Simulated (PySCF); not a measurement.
PySCF input for C2H5N, SMILES C=NC (connectivity only; charge and spin as stated), charge +1, multiplicity 2, PBE0-D3(BJ)/def2-TZVP. Geometry optimised at PBE0-D3(BJ)/def2-TZVP. The spin state was assumed, not searched.

```python
import numpy as np
from pyscf import gto, scf, dft, df
from pyscf.hessian import thermo

mol = gto.M(
    atom='''
    C    -0.04779232   -1.25973493    0.00000000
    N     0.20806051    0.11417965    0.00000000
    C    -0.06635487    1.31223226   -0.00000000
    H     0.37577243   -1.70924215   -0.90167572
    H     0.37577242   -1.70924216    0.90167571
    H    -1.14187709   -1.40437088   -0.00000000
    H    -1.11484846    1.64725100   -0.00000000
    H     0.73364024    2.06136262    0.00000001
    ''',
    basis='def2-TZVP',
    charge=1,
    spin=1,
    max_memory=1600,
    verbose=3,
)
mf = dft.UKS(mol, xc='pbe0').density_fit(auxbasis='def2-universal-jkfit')
mf.disp = 'd3bj'
mf.grids.level = 3
mf.conv_tol = 1e-11
mf.max_cycle = 100
mf.kernel()
fine, coarse = mf.grids, dft.Grids(mol).set(level=1).build(with_non0tab=True)
for _ in range(3):  # follow internal instabilities
    mf.grids = coarse
    mo, _, stable, _ = mf.stability(return_status=True, nroots=4)
    mf.grids = fine
    if stable:
        break
    mf.kernel(mf.make_rdm1(mo, mf.mo_occ))

# [left out here: the lines that compute and print the analytic Hessian (its translational invariance restored by hand, since the grid's response is missing), thermochemistry and intensities]
```

Log of the run:

```

WARN: HOMO -0.235079577011824 >= LUMO -0.235079577011817

converged SCF energy = -133.501801837812  <S^2> = 0.76132727  2S+1 = 2.0112954
<class 'pyscf.df.df_jk.DFUKS'> wavefunction is stable in the internal stability analysis

WARN: DFTD3 does not support analytical Hessian, using finite difference


WARN: Mole.unit (angstrom) is changed to Bohr

Mode                                 0                   1                   2
Irrep
Freq [cm^-1]                      144.9354            234.7351            359.4572
Reduced mass [au]                   1.1751              2.4491              1.7930
Force const [Dyne/A]                0.0145              0.0795              0.1365
Char temp [K]                     208.5298            337.7316            517.1789
Normal mode                   x     y     z       x     y     z       x     y     z
       0   C                 0.00 -0.00  0.03    0.07 -0.04 -0.00   -0.00  0.00  0.05
       1   N                -0.00 -0.00 -0.09   -0.18 -0.00  0.00    0.00  0.00 -0.16
       2   C                 0.00  0.00  0.05    0.07  0.05 -0.00   -0.00 -0.00  0.08
       3   H                 0.30 -0.13  0.23    0.17  0.05 -0.00   -0.02 -0.20  0.14
       4   H                -0.30  0.13  0.23    0.17  0.05  0.00    0.02  0.20  0.14
       5   H                 0.00 -0.00 -0.38    0.10 -0.29  0.00   -0.00  0.00  0.16
       6   H                 0.00  0.00  0.54    0.16  0.31 -0.00   -0.00 -0.00 -0.24
       7   H                 0.00 -0.00 -0.31    0.25 -0.14  0.00   -0.00  0.00  0.56
Mode                                 3                   4                   5
Irrep
Freq [cm^-1]                      912.2565            970.4634           1037.6566
Reduced mass [au]                   3.3777              1.3769              1.3244
Force const [Dyne/A]                1.6562              0.7640              0.8402
Char temp [K]                    1312.5340           1396.2808           1492.9568
Normal mode                   x     y     z       x     y     z       x     y     z
       0   C                 0.05  0.19 -0.00    0.06 -0.08  0.00    0.00  0.00 -0.00
       1   N                -0.03 -0.07  0.00    0.04  0.03 -0.00   -0.00 -0.00 -0.03
       2   C                -0.03 -0.13 -0.00   -0.10  0.03  0.00    0.00 -0.00  0.14
       3   H                -0.03  0.14 -0.01   -0.17 -0.20 -0.04   -0.00  0.01 -0.01
       4   H                -0.03  0.14  0.01   -0.17 -0.20  0.04    0.00 -0.01 -0.01
       5   H                 0.03  0.20  0.00   -0.01  0.37 -0.00    0.00 -0.00 -0.01
       6   H                 0.05  0.07 -0.00    0.07  0.53  0.00   -0.00 -0.00 -0.59
       7   H                 0.17 -0.34  0.00    0.22 -0.30 -0.00   -0.00  0.00 -0.62
Mode                                 6                   7                   8
Irrep
Freq [cm^-1]                     1102.9570           1115.5220           1376.7087
Reduced mass [au]                   1.5030              1.3787              1.1138
Force const [Dyne/A]                1.0772              1.0109              1.2438
Char temp [K]                    1586.9096           1604.9878           1980.7774
Normal mode                   x     y     z       x     y     z       x     y     z
       0   C                -0.11  0.00 -0.00    0.00 -0.00 -0.13   -0.04 -0.08 -0.00
       1   N                 0.10  0.02  0.00   -0.00 -0.00  0.07   -0.02  0.01 -0.00
       2   C                -0.07 -0.02 -0.00    0.00  0.00 -0.00    0.01 -0.01 -0.00
       3   H                 0.28  0.17  0.10    0.06 -0.50  0.16    0.40  0.24  0.05
       4   H                 0.28  0.17 -0.10   -0.06  0.50  0.16    0.40  0.24 -0.05
       5   H                -0.03 -0.47  0.00    0.00  0.00  0.36   -0.11  0.66  0.00
       6   H                 0.04  0.30  0.00   -0.00 -0.00  0.03   -0.02 -0.09 -0.00
       7   H                 0.17 -0.26 -0.00   -0.00  0.00 -0.10    0.03 -0.04  0.00
Mode                                 9                  10                  11
Irrep
Freq [cm^-1]                     1388.3548           1392.9739           1441.7800
Reduced mass [au]                   1.0970              1.0278              1.0813
Force const [Dyne/A]                1.2458              1.1751              1.3243
Char temp [K]                    1997.5335           2004.1792           2074.4005
Normal mode                   x     y     z       x     y     z       x     y     z
       0   C                 0.01 -0.02  0.00    0.00  0.00 -0.03    0.02 -0.07 -0.00
       1   N                -0.00  0.05  0.00   -0.00  0.00 -0.03    0.02  0.00 -0.00
       2   C                -0.02  0.07 -0.00   -0.00  0.00  0.00   -0.00 -0.01  0.00
       3   H                -0.06 -0.03 -0.02    0.44  0.31  0.04   -0.24  0.49 -0.40
       4   H                -0.06 -0.03  0.02   -0.44 -0.32  0.04   -0.24  0.49  0.40
       5   H                 0.01 -0.05 -0.00    0.00 -0.00  0.62    0.01 -0.08  0.00
       6   H                -0.22 -0.62 -0.00   -0.00 -0.00  0.03    0.01  0.04  0.00
       7   H                 0.48 -0.48  0.00    0.00 -0.00 -0.01   -0.01 -0.00 -0.00
Mode                                12                  13                  14
Irrep
Freq [cm^-1]                     1858.6288           2967.0493           2996.0773
Reduced mass [au]                   9.4617              1.0467              1.0546
Force const [Dyne/A]               19.2578              5.4293              5.5777
Char temp [K]                    2674.1530           4268.9233           4310.6881
Normal mode                   x     y     z       x     y     z       x     y     z
       0   C                -0.00 -0.03 -0.00   -0.05 -0.02  0.00   -0.02 -0.01  0.00
       1   N                -0.03  0.20  0.00   -0.00 -0.01  0.00   -0.00 -0.00  0.00
       2   C                 0.04 -0.18  0.00    0.01 -0.01  0.00   -0.04  0.05  0.00
       3   H                -0.04 -0.06  0.02   -0.11  0.10  0.20   -0.03  0.03  0.06
       4   H                -0.04 -0.06 -0.02   -0.11  0.10 -0.20   -0.03  0.03 -0.06
       5   H                 0.02 -0.04  0.00    0.85  0.11 -0.00    0.28  0.04 -0.00
       6   H                 0.09 -0.03  0.00   -0.24  0.08 -0.00    0.77 -0.24 -0.00
       7   H                -0.07 -0.07 -0.00    0.12  0.10  0.00   -0.34 -0.30  0.00
Mode                                15                  16                  17
Irrep
Freq [cm^-1]                     3094.8007           3109.0833           3146.8649
Reduced mass [au]                   1.0788              1.1116              1.1067
Force const [Dyne/A]                6.0878              6.3309              6.4572
Char temp [K]                    4452.7291           4473.2787           4527.6380
Normal mode                   x     y     z       x     y     z       x     y     z
       0   C                 0.07 -0.04  0.00   -0.01  0.01 -0.00    0.00 -0.00 -0.09
       1   N                 0.00 -0.00  0.00   -0.00  0.00 -0.00   -0.00 -0.00  0.00
       2   C                -0.01 -0.00  0.00   -0.08 -0.04 -0.00    0.00  0.00 -0.00
       3   H                -0.23  0.26  0.53    0.03 -0.03 -0.07   -0.27  0.28  0.55
       4   H                -0.23  0.26 -0.53    0.03 -0.03  0.07    0.27 -0.28  0.55
       5   H                -0.32 -0.05 -0.00    0.04  0.00  0.00   -0.00 -0.00 -0.02
       6   H                 0.07 -0.02 -0.00    0.42 -0.15  0.00   -0.00  0.00  0.00
       7   H                 0.07  0.07  0.00    0.60  0.57 -0.00   -0.00 -0.00 -0.01
temperature 298.1500 [K]
pressure 101325.00 [Pa]
Rotational constants [GHz] 88.56275 8.95548 8.58601
Symmetry number 1
Zero-point energy (ZPE) 0.06527 [Eh]   171366.879 [J/mol]
                           tot       elec      trans        rot        vib
Entropy [J/mol/K]       276.924      5.763    155.674     89.470     26.017
Cv [J/mol/K]             56.214      0.000     12.472     12.472     31.271
Cp [J/mol/K]             64.529      0.000     20.786     12.472     31.271
Internal energy [J/mol]                      3718.434   3718.434 175870.042
Internal energy [Eh]   -133.43198  -133.50180
Enthalpy [J/mol]                             6197.391   3718.434 175870.042
Enthalpy [Eh]          -133.43104
Gibbs free energy [J/mol]                  -40216.914 -22957.049 168113.155
Gibbs free energy [Eh] -133.46249
mode   freq/cm-1   IR/(km/mol)
   1      144.94         1.143
   2      234.74        12.533
   3      359.46        19.649
   4      912.26         6.438
   5      970.46         3.120
   6     1037.66        34.497
   7     1102.96         2.849
   8     1115.52         0.813
   9     1376.71        27.727
  10     1388.35        36.975
  11     1392.97        28.827
  12     1441.78        19.053
  13     1858.63         2.170
  14     2967.05        94.452
  15     2996.08        46.646
  16     3094.80        17.422
  17     3109.08        53.920
  18     3146.86        18.543
max |gradient| / (hartree/bohr): 5.041646626719193e-05
APT charges: [-0.0162  0.1061  0.1156  0.1333  0.1333  0.134   0.1824  0.2113]
```

Self-consistency was reached.

Cost: very roughly 4 core-minutes.
